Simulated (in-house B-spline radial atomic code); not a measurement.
# RPA and G0W0 on r2SCAN0: the potassium ion K⁺

Configuration [Ne] 3s2 3p6, mean-field start r2SCAN0. Computed with a B-spline radial code for spherical atoms: all electrons, non-relativistic, point nucleus, each spin shell either full or empty, empty states to l = 9 with an (l + 1/2)⁻⁴ tail; G0W0 by contour deformation at full frequency.

Command:
```bash
python run_gw.py task.json out
```
Settings (radii: box in bohr, nucleus in fm):
```
Z                        19
electrons                18
configuration            [Ne] 3s2 3p6
hamiltonian              nr
method                   r2scan0
lmax                     9
spin_polarised           False
box_radius               23.78
intervals                51
```

Run time, properties included: 1.6 s on 1 thread of Arm Neoverse N1, with other jobs on the host.

Energies (hartree):

```tsv
term	value
mean-field total	-599.73058
Hartree-Fock functional on these orbitals	-599.01415
direct second order	-1.2374
second-order exchange	0.4189
SOSEX correction	0.38063
```

(1) What is the RPA correlation energy, and what remains with SOSEX?

Quasi-particle levels (eV):

```
level  occupied  mean field  Σx - vxc     Σc  QP weight    G0W0
   3p       yes     -27.301     -4.42      ?          ?       ?
   4s        no      -4.784      0.97  -0.46      0.990  -4.271
```

G0W0 = mean field + (Σx - vxc) + Σc, with Σc (partial-wave tail included) taken at the quasi-particle energy. Only the outer levels were computed. Levels of low weight are left out.

(2) Where does G0W0 put 3p?

Answers

(1) RPA gives -1.0768 hartree (-1.63 eV per electron); RPA + SOSEX gives -0.69617, and the second-order doubles -0.81853 hartree (no singles). SOSEX takes back 35 % of the RPA value.

(2) At -31.78 eV, with Σc = -0.06 eV and a quasi-particle weight of 0.927. The tabulated removal energy is 31.625 eV (NIST, measured); the calculation leaves out relativity, Breit and QED terms, and what these don't explain is the method's own error.
